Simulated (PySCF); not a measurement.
**H3Ge, SMILES `[GeH3]` (charge 0, multiplicity 2)**

Method: PBE-D3(BJ)/def2-TZVP // r2SCAN-D4/def2-TZVP in PySCF 2.14.0.

```
Quantity                                                Value
-----------------------------  ------------------------------
highest occupied spin orbital                        -5.19 eV
dipole moment                                          0.02 D
total energy                                    -2078.4221 Ha
cost                           around 40 core-seconds (rough)
```

Bond lengths (Å): Ge1–H2 1.535, Ge1–H3 1.535, Ge1–H4 1.535. Bond angles (°): H2–Ge1–H3 111.3, H2–Ge1–H4 111.3, H3–Ge1–H4 111.3.
Charge 0, spin multiplicity 2.
